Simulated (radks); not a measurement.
Results of a calculation; reference values are marked as such.
All-electron atom: Pd X in [Kr] 4d1 (the NIST ground configuration).

Level of theory: Dirac Kohn-Sham, PBE, spin-unpolarised, spherical densities, finite nucleus; open shells fill j = l - 1/2 first; Fermi nuclear charge, rms radius 4.5318 fm (a radial shooting solver on a logarithmic mesh with Libxc functionals).

Energy parts (eV):
part                       energy
total                 -136708.932
kinetic                142835.899
electron-nucleus      -324951.593
Hartree                 49169.097
exchange-correlation    -3762.335

Orbitals (lengths in bohr, moments of r in powers of bohr; <r^-3> diverges for s and p1/2):
| orbital | occ. | eigenvalue (eV) | <r^-3> | <1/r> | small-component weight |
|---|---|---|---|---|---|
| 1s1/2 | 2 | -24325.41 | - | 48.24 | 2.83e-02 |
| 2s1/2 | 2 | -3701.092 | - | 11.09 | 5.91e-03 |
| 2p1/2 | 2 | -3445.713 | - | 11.07 | 5.92e-03 |
| 2p3/2 | 4 | -3286.331 | 3252 | 10.43 | 5.69e-03 |
| 3s1/2 | 2 | -807.1318 | - | 3.873 | 1.66e-03 |
| 3p1/2 | 2 | -706.4575 | - | 3.778 | 1.60e-03 |
| 3p3/2 | 4 | -678.4999 | 579.7 | 3.623 | 1.54e-03 |
| 3d3/2 | 4 | -500.7069 | 88.58 | 3.459 | 1.43e-03 |
| 3d5/2 | 6 | -495.1056 | 83.62 | 3.418 | 1.41e-03 |
| 4s1/2 | 2 | -243.6877 | - | 1.556 | 4.66e-04 |
| 4p1/2 | 2 | -210.3262 | - | 1.465 | 4.25e-04 |
| 4p3/2 | 4 | -204.8641 | 114.1 | 1.422 | 4.11e-04 |
| 4d3/2 | 1 | -150.8004 | 14.35 | 1.239 | 3.27e-04 |
| 4d5/2 | 0 | -149.9019 | 13.56 | 1.229 | 3.24e-04 |

The highest occupied level is 4d3/2 at -150.80 eV. The density falls to 0.001 e/bohr^3 at r = 2.26 bohr. Summed over all electrons, <r^2> = 12.16 bohr^2, which gives a Langevin (diamagnetic) susceptibility term of -9.63 x 10^-6 cm^3/mol. For comparison, the ionisation energy in NIST's Atomic Spectra Database is 160 eV (theoretical). In exact Kohn-Sham theory the highest level is minus the ionisation energy, but local and semilocal functionals leave it too shallow, through self-interaction and a potential that decays too fast; potentials with the right tail come closer.

Beside tabulated values, note that spin-unpolarised runs miss the spin-polarisation part of the exchange energy of open shells.
